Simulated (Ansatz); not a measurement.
`[SiH3][Al]1[CH2][SiH2]1` + `[AsH3]` → `[SiH3][AsH2]` + `[CH2]1[AlH][SiH2]1`  (cleavage of the Si–Al bond)

Program: Ansatz. Geometries: PBE0-D4/def2-TZVP. ΔE: electronic, gas phase. CCSD(T)/CBS adds triple-zeta CCSD(T) − MP2 to the extrapolated MP2 energy (def2 sets, frozen cores). For As outer-core shells are correlated without core-valence functions, which leaves a few kJ/mol of doubt a bond. Scalar relativity is left out up to krypton.

`[SiH3][Al]1[CH2][SiH2]1`:

```xyz
11

Si    1.055    2.234   -0.922
Al    0.280    0.089   -0.038
C    -1.354   -0.824    0.550
Si    0.047   -2.126    0.668
H     0.925    2.209   -2.407
H     0.239    3.367   -0.405
H     2.482    2.491   -0.588
H    -1.668   -0.469    1.539
H    -2.238   -1.044   -0.048
H     0.301   -2.726    2.006
H    -0.069   -3.202   -0.355
```

`[AsH3]`:

```xyz
4

As    0.394   -0.459    0.195
H     0.789    1.006    0.087
H    -0.270   -0.436   -1.174
H    -0.913   -0.111    0.893
```

`[SiH3][AsH2]`:

Cartesian coordinates in Å:
```
Si 0.160 -0.149 -0.833
As -0.303 -0.542 1.452
H -0.926 -0.763 -1.640
H 1.444 -0.818 -1.170
H 0.261 1.294 -1.174
H -1.394 0.520 1.470
H 0.757 0.458 1.894
```

`[CH2]1[AlH][SiH2]1`:

Z-matrix (Å, degrees):
```
C
Si 1 1.924
Al 1 1.951 2 73.8
H 1 1.089 2 119.6 3 126.4
H 1 1.098 2 111.0 3 -105.5
H 2 1.489 1 112.6 3 -109.3
H 2 1.489 1 117.3 3 122.4
H 3 1.581 1 142.0 2 178.7
```

```
                  species  MP2/def2-TZVPP energy (Eh)
`[SiH3][Al]1[CH2][SiH2]1`                  -862.19962
                 `[AsH3]`                 -2236.21806
           `[SiH3][AsH2]`                 -2526.46010
     `[CH2]1[AlH][SiH2]1`                  -571.96429
```

Q: Work out ΔE.

A: ΔE = (-2526.46010) + (-571.96429) − (-862.19962) − (-2236.21806) = -0.00671 Eh = -17.6 kJ/mol. CCSD(T)/CBS gives -13.1 kJ/mol.

Largest T1 diagnostic among the species: 0.014.

From BLYP to BHLYP (50 % exact exchange), in def2-TZVPP and without D4, ΔE moves by −6.3 kJ/mol. At CCSD(T), def2-SVP lies +9.1 kJ/mol from the extrapolated value and def2-TZVPP +3.9 kJ/mol.
